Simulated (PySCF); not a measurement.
Spin-orbit coupling and the fourth ionisation energy along the 5d series

Two-component X2C-1e calculated with PySCF 2.14: MP2 on generalised Hartree-Fock spinors (GMP2), with spin-orbit coupling off and on (screened by Boettger's factors); no Breit or QED terms. Values in eV; the references (NIST) lie between the lowest levels. Elements whose determinants are no pure J levels are left out.

| element | configurations | spin-free | with spin-orbit | shift | reference |
| --- | --- | --- | --- | --- | --- |
| Hf (x2c-TZVPPall-2c, [Kr] 4d10 4f14 frozen) | [Xe] 4f14 5d1 → [Xe] 4f14 | 32.305 | 32.658 | 0.353 | 33.37 ± 0.025 (s) |
| Pt (x2c-TZVPPall-2c, [Kr] 4d10 4f14 frozen) | [Xe] 4f14 5d7 → [Xe] 4f14 5d6 | 43.911 | 44.010 | 0.098 | 43 ± 1.7 (t) |
| Au (x2c-TZVPPall-2c, [Kr] 4d10 4f14 frozen) | [Xe] 4f14 5d8 → [Xe] 4f14 5d7 | 46.164 | 45.690 | -0.473 | 45 ± 1.7 (t) |
| Hg (x2c-QZVPPall-2c, [Kr] 4d10 4f14 frozen) | [Xe] 4f14 5d9 → [Xe] 4f14 5d8 | 48.547 | 47.840 | -0.706 | 48.55 ± 0.15 |

Problem. Estimate the missing row, Ir (x2c-QZVPPall-2c, [Kr] 4d10 4f14 frozen).

Solution. The calculation gives spin-free 41.004; with spin-orbit 41.456; shift 0.452. The reference value is 40 ± 1.7 (t).

The largest shift is at Hg, -0.706 eV, where spin-orbit coupling lowers the species with fewer electrons by more than the one with more (starting occupations 5d3/2^4 5d5/2^5 and 5d3/2^4 5d5/2^4).

What remains against the references is mostly the basis and correlation beyond MP2. References marked (s) are semi-empirical, (t) theoretical.
